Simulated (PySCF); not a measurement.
PySCF input (B3PW91/6-31G* (5d)):

```python
from pyscf import gto, dft

mol = gto.M(
    atom='''
    C    -1.60188500   -0.38191400    0.48038000
    N    -0.52759800    0.62498900    0.14812700
    Si    1.13232600   -0.13505600   -0.33412300
    H    -1.26228300   -0.98753900    1.31650100
    H    -1.76869200   -1.01048100   -0.39041700
    H    -2.51747800    0.14034600    0.74499900
    H    -0.85875300    1.22719000   -0.60910500
    H    -0.39670200    1.24812300    0.94830300
    H     1.97647600    1.03623900   -0.60030900
    H     0.78762900   -0.93921700   -1.51236000
    H     1.49173800   -0.90731800    0.86093700
    ''',
    basis='6-31g*',
    charge=1,
    spin=0,
    verbose=4,
)

mf = dft.RKS(mol, xc='b3pw91')
mf.grids.level = 3
mf.conv_tol = 1e-9
mf.max_cycle = 100
mf.max_memory = 1500
mf.kernel()
if not mf.converged:
    mf = mf.newton()
    mf.kernel(mf.make_rdm1())
mf.dip_moment()
```

Output:

```
PySCF version 2.14.0

[INPUT] verbose = 4
[INPUT] num. atoms = 11
[INPUT] num. electrons = 34
[INPUT] charge = 1
[INPUT] spin (= nelec alpha-beta = 2S) = 0
[INPUT] symmetry False subgroup None
[INPUT] Mole.unit = angstrom
[INPUT] Symbol           X                Y                Z      unit          X                Y                Z       unit  Magmom
[INPUT]  1 C     -1.601885000000  -0.381914000000   0.480380000000 AA   -3.027123933049  -0.721712863137   0.907786635719 Bohr   0.0
[INPUT]  2 N     -0.527598000000   0.624989000000   0.148127000000 AA   -0.997015723868   1.181058040866   0.279919461653 Bohr   0.0
[INPUT]  3 Si     1.132326000000  -0.135056000000  -0.334123000000 AA    2.139786023724  -0.255218851479  -0.631400961918 Bohr   0.0
[INPUT]  4 H     -1.262283000000  -0.987539000000   1.316501000000 AA   -2.385369161694  -1.866178247327   2.487826332716 Bohr   0.0
[INPUT]  5 H     -1.768692000000  -1.010481000000  -0.390417000000 AA   -3.342343478709  -1.909532344077  -0.737781204374 Bohr   0.0
[INPUT]  6 H     -2.517478000000   0.140346000000   0.744999000000 AA   -4.757343944618   0.265215502678   1.407844073075 Bohr   0.0
[INPUT]  7 H     -0.858753000000   1.227190000000  -0.609105000000 AA   -1.622807978649   2.319053002805  -1.151041631103 Bohr   0.0
[INPUT]  8 H     -0.396702000000   1.248123000000   0.948303000000 AA   -0.749658133067   2.358610639771   1.792032953103 Bohr   0.0
[INPUT]  9 H      1.976476000000   1.036239000000  -0.600309000000 AA    3.734998331776   1.958207909593  -1.134419600112 Bohr   0.0
[INPUT] 10 H      0.787629000000  -0.939217000000  -1.512360000000 AA    1.488403097765  -1.774862901536  -2.857946201747 Bohr   0.0
[INPUT] 11 H      1.491738000000  -0.907318000000   0.860937000000 AA    2.818976269606  -1.714582527888   1.626935140505 Bohr   0.0

nuclear repulsion = 122.522733236381
number of shells = 36
number of NR pGTOs = 137
number of NR cGTOs = 62
basis = 6-31g*
ecp = {}

******** <class 'pyscf.dft.rks.RKS'> ********
method = RKS
initial guess = minao
damping factor = 0
level_shift factor = 0
DIIS = <class 'pyscf.scf.diis.CDIIS'>
diis_start_cycle = 1
diis_space = 8
diis_damp = 0
SCF conv_tol = 1e-09
SCF conv_tol_grad = None
SCF max_cycles = 100
direct_scf = True
direct_scf_tol = 1e-13
XC library pyscf.dft.libxc version 7.1.2
    S. Lehtola, C. Steigemann, M. J. T. Oliveira, and M. A. L. Marques,  SoftwareX 7, 1–5 (2018)
XC functionals = b3pw91
    A. D. Becke,  J. Chem. Phys. 98, 5648 (1993)
radial grids:
    Treutler-Ahlrichs [JCP 102, 346 (1995); DOI:10.1063/1.469408] (M4) radial grids

becke partition: Becke, JCP 88, 2547 (1988); DOI:10.1063/1.454033
pruning grids: <function nwchem_prune>
grids dens level: 3
symmetrized grids: False
atomic radii adjust function: <function treutler_atomic_radii_adjust>
small_rho_cutoff = 0
Set gradient conv threshold to 3.16228e-05
Initial guess from minao.
tot grids = 125664
init E= -387.013554088391
  HOMO = -0.376544362723757  LUMO = -0.0459777481360062  gap/eV = 8.99518
cycle= 1 E= -386.823262603582  delta_E= 0.19  |g|= 0.209  |ddm|= 2.55
  HOMO = -0.564851535759227  LUMO = -0.214359816463906  gap/eV = 9.53737
cycle= 2 E= -386.831574421124  delta_E= -0.00831  |g|= 0.159  |ddm|= 0.484
  HOMO = -0.554078890015908  LUMO = -0.197799848020351  gap/eV = 9.69485
cycle= 3 E= -386.837953589543  delta_E= -0.00638  |g|= 0.0532  |ddm|= 0.181
  HOMO = -0.553287239569431  LUMO = -0.197015923571349  gap/eV = 9.69464
cycle= 4 E= -386.838523272322  delta_E= -0.00057  |g|= 0.0111  |ddm|= 0.0371
  HOMO = -0.553869248243685  LUMO = -0.196845881360639  gap/eV = 9.71510
cycle= 5 E= -386.838549200923  delta_E= -2.59e-05  |g|= 0.0035  |ddm|= 0.0108
  HOMO = -0.553862215270491  LUMO = -0.196978876094319  gap/eV = 9.71129
cycle= 6 E= -386.838552215529  delta_E= -3.01e-06  |g|= 0.000516  |ddm|= 0.00323
  HOMO = -0.553763803369541  LUMO = -0.196902625843193  gap/eV = 9.71069
cycle= 7 E= -386.838552289444  delta_E= -7.39e-08  |g|= 9.51e-05  |ddm|= 0.000668
  HOMO = -0.553778200291792  LUMO = -0.196916501116729  gap/eV = 9.71070
cycle= 8 E= -386.838552291997  delta_E= -2.55e-09  |g|= 1.01e-05  |ddm|= 0.000116
  HOMO = -0.553780905677272  LUMO = -0.196917355329212  gap/eV = 9.71075
cycle= 9 E= -386.838552292031  delta_E= -3.41e-11  |g|= 1.69e-06  |ddm|= 1.62e-05
  HOMO = -0.553780660422046  LUMO = -0.196917319860241  gap/eV = 9.71075
Extra cycle  E= -386.838552292031  delta_E= 2.27e-13  |g|= 9.71e-07  |ddm|= 3.46e-06
converged SCF energy = -386.838552292031

WARN: System has nonzero charge 1; the dipole moment is origin-dependent.
Location of origin: [0. 0. 0.]

Dipole moment(X, Y, Z, Debye): -1.38429,  1.62804,  0.38880
```

The dipole moment of an ion depends on the origin.

The geometry given is a B3LYP-D3(BJ)/def2-TZVP minimum.
